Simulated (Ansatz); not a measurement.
Ag3Br2, relaxed as a doublet with UKS PBE0-D4/def2-SVP in Ansatz, starting from the GFN1-xTB geometry. Force threshold 0.02 eV/Å.

In the def2 sets Ag takes a core potential; there is no spin–orbit coupling. The relaxation made no stability test and no search for a lower SCF solution. No other spin state of charge 0 was run. The structure comes from a short search, and lower isomers may exist.

Start:

```xyz
5

Ag    1.940   -0.084   -0.802
Ag   -2.164   -0.075   -0.557
Ag   -1.089    0.201    1.914
Br   -0.206   -0.341   -2.323
Br    1.519    0.299    1.767
```

```tsv
step	energy (eV)	largest force component (eV/Å)	SCF passes
1	-152060.0017	0.681	17
2	-152060.1677	0.469	24
3	-152060.3117	0.447	23
4	-152060.4361	0.350	23
5	-152060.5318	0.216	24
6	-152060.5550	0.140	23
7	-152060.5612	0.028	24
8	-152060.5614	0.002	26
```

Force components are those of the run's own axes.

End:

Cartesian coordinates in Å:
```
Ag 1.073 -0.042 -0.449
Ag -1.884 -0.130 -0.678
Ag -0.827 0.236 1.813
Br -0.152 -0.365 -2.633
Br 1.791 0.301 1.947
```

By distances, no bond broke or formed, bridged metal pairs apart. The bond that changes most is Ag1–Br4, from 2.64 to 2.52 Å (atoms count from 1). Metal–metal contacts that move far: Ag1–Ag2 4.11 to 2.97 Å, Ag1–Ag3 4.08 to 2.97 Å. The end is the same structure that another start reached, the lowest one found.

No frequencies were taken in this run, so the end may be a saddle point.

It took 98 s on 4 threads of Arm Neoverse N1 on a shared host, peak host memory 0.75 GiB.
